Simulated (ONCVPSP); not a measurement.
# What one change does to a pseudopotential (Zr, ONCV)

```
Element                 : zirconium
Generator               : ONCVPSP 4.0.1
Type                    : optimised norm-conserving Vanderbilt (ONCV)
Functional              : PBE
Relativity              : scalar-relativistic
Frozen core             : [Ar] 3d10 4s2
Valence charge          : 10
Reference configuration : 4p6 4d2 5s1.75 5p0.25
Partial waves           : 5s: rc 3.25 bohr, ncon 4, nbas 8, qcut 2 1/bohr, 2 projectors, debl 0.7 Ha; 4p+5p: rc 2.35 bohr, ncon 4, nbas 7, qcut 5.5 1/bohr, 3 projectors, debl 2.1 Ha; 4d: rc 2.00 bohr, ncon 4, nbas 9, qcut 4.4 1/bohr, 1 projector
Local potential         : polynomial inside 1.75 bohr (lpopt 5, dvloc0 0 Ha)
Core correction         : none
```

All-electron outer shells of the reference configuration (PBE, scalar-relativistic, ld1.x):

```json
{"shell": "3d", "level (eV)": "-175.03", "outermost node (bohr)": "–", "outermost maximum (bohr)": "0.35"}
{"shell": "4s", "level (eV)": "-54.83", "outermost node (bohr)": "0.55", "outermost maximum (bohr)": "1.08"}
{"shell": "4p", "level (eV)": "-32.78", "outermost node (bohr)": "0.56", "outermost maximum (bohr)": "1.17"}
{"shell": "5s", "level (eV)": "-4.63", "outermost node (bohr)": "1.47", "outermost maximum (bohr)": "3.15"}
{"shell": "4d", "level (eV)": "-3.87", "outermost node (bohr)": "0.58", "outermost maximum (bohr)": "1.59"}
{"shell": "5p", "level (eV)": "-1.63", "outermost node (bohr)": "1.70", "outermost maximum (bohr)": "4.10"}
```

Change: d: qcut 5.7.

Cutoffs: the cutoffs (Ha) at which the residual kinetic energy of the hardest occupied pseudo-wave falls to 1 and 0.1 mHa per electron; they do not see the model core or the augmentation charge, which bear on the density cutoff. Errors are all-electron minus pseudo energies relative to the spin-unpolarised reference configuration.

Q: How do hardness, ghosts and transferability respond?

A: The potential gets softer (27 Ha and 73 Ha → 13 Ha and 16 Ha); both files keep a bound ghost (s); of the 4 tests that both files solve, the error grows in 2 and shrinks in 0 by more than 15 % and 0.3 meV (median size 2.4 → 3.3 meV).

```csv
quantity,base,changed
"cutoff, loose",27 Ha,13 Ha
"cutoff, tight",73 Ha,16 Ha
loose cutoff by channel,"s 2.1 Ha, p 10 Ha, d 27 Ha","s 2.1 Ha, p 10 Ha, d 13 Ha"
bound ghosts,s,s
GHOST(+) flags under 300 eV,none,none
"error for 4p6 4d2 5s2 5p0, meV [ΔE -0.75 eV]",-0.1,-0.2
"error for 4p6 4d2 5s1 5p0, meV [ΔE 6.39 eV]",-2.0,-2.3
"error for 4p6 4d2 5s0 5p0, meV [ΔE 19.33 eV]",-2.8,-4.3
"error for 4p6 4d3 5s1 5p0, meV [ΔE 0.45 eV]",-13,-15
s: phases at 3.30 bohr within 0.05 rad from the reference energy up to (Ha; the scan ends near 5),n/a,n/a
p: phases at 2.39 bohr within 0.05 rad from the reference energy up to (Ha; the scan ends near 5),to the end of the scan,to the end of the scan
d: phases at 2.03 bohr within 0.05 rad from the reference energy up to (Ha; the scan ends near 5),2.0,2.4
```

 A true bound ghost makes a file unfit for plane-wave use even where its test errors are small: the radial tests pick states by their node count and pass the ghost by.
